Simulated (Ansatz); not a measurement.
```yaml
crystal:
  periodic: [false, false, false]
  atoms:
    - {symbol: Cl, position_ang: [-1.077387, -2.043931, -1.225634]}
    - {symbol: B, position_ang: [-0.533829, -0.961153, 0.139943]}
    - {symbol: N, position_ang: [0.998326, -0.557989, 0.032652]}
    - {symbol: B, position_ang: [0.530116, 0.949519, 0.205206]}
    - {symbol: Cl, position_ang: [1.202894, 2.051082, -1.085761]}
    - {symbol: N, position_ang: [-0.984116, 0.548961, -0.055959]}
    - {symbol: H, position_ang: [-0.812246, -1.372509, 1.230020]}
    - {symbol: H, position_ang: [1.402132, -0.751725, -0.878266]}
    - {symbol: H, position_ang: [1.612484, -0.924370, 0.747147]}
    - {symbol: H, position_ang: [0.701138, 1.345270, 1.322852]}
    - {symbol: H, position_ang: [-1.664977, 0.905648, 0.600648]}
    - {symbol: H, position_ang: [-1.297735, 0.755796, -0.998947]}
basis:
  gaussian: {orbitals: def2-SVP}
magnetization: {spin_polarized: true, initial_magnetization: 8}
hamiltonian: {xc: {name: revPBE0}, dispersion: d3bj}
output: {forces: true}
```

```sh
$ ansatz run in.yaml --threads 4 --pin off --events-out ev --progress --plain --max-ram 11315MiB
```

Output, abridged:

```
Functional definition: revPBE0
1200 factors; integrals over basis functions are off by at most 1.2e-3 eV
mean field evaluation 1: about -29398.3281 eV, gradient 6.8e1 eV
mean field evaluation 2: about -29259.1138 eV, gradient 1.7e2 eV
mean field evaluation 4: about -29427.0437 eV, gradient 1.1e1 eV
mean field evaluation 8: about -29427.9260 eV, gradient 1.6e0 eV
mean field evaluation 16: about -29428.5811 eV, gradient 1.5e-1 eV
mean field evaluation 32: about -29428.9276 eV, gradient 2.1e-1 eV
mean field evaluation 64: about -29428.9602 eV, gradient 4.6e-1 eV
mean field evaluation 96: about -29428.9206 eV, gradient 8.9e-1 eV
mean field -29429.01091443 eV, -1081.4962034052 hartree, gradient 1.6e-6 eV, S^2 20.009773; 8 other end points of the search recorded, 0 dependent functions left out
reference -29429.01095042 eV, -1081.4962047277 hartree; 36, 28 occupied and 86, 94 virtual orbitals, 1200 factors
Total energy: -29429.75177194 eV, -1081.5234294165 hartree
Atom 0 at    -1.077387    -2.043931    -1.225634 Å, force    -1.207130    -2.354452    -2.405585 eV/Å
Atom 1 at    -0.533829    -0.961153     0.139943 Å, force     2.392654     4.180157    -1.307178 eV/Å
Atom 2 at     0.998326    -0.557989     0.032652 Å, force    -2.890612     1.285584     1.244563 eV/Å
Atom 3 at     0.530116     0.949519     0.205206 Å, force    -2.699818    -4.910748    -0.943248 eV/Å
Atom 4 at     1.202894     2.051082    -1.085761 Å, force     2.457564     3.971941    -5.365127 eV/Å
Atom 5 at    -0.984116     0.548961    -0.055959 Å, force     2.517911    -1.734236     1.486416 eV/Å
Atom 6 at    -0.812246    -1.372509     1.230020 Å, force    -0.587058    -0.852169     2.487460 eV/Å
Atom 7 at     1.402132    -0.751725    -0.878266 Å, force     1.570935    -0.892483    -2.761769 eV/Å
Atom 8 at     1.612484    -0.924370     0.747147 Å, force     2.270383    -1.311550     2.680438 eV/Å
Atom 9 at     0.701138     1.345270     1.322852 Å, force     0.049575     0.513825     5.310362 eV/Å
Atom 10 at    -1.664977     0.905648     0.600648 Å, force    -2.483126     1.342637     2.467910 eV/Å
Atom 11 at    -1.297735     0.755796    -0.998947 Å, force    -1.391277     0.761492    -2.894242 eV/Å
Dipole moment:    -0.100071    -0.217208    -0.474577 e Å
```

In this input the spin is set far too high for this molecule. The run converged. The result belongs to that input, not to the molecule as meant.
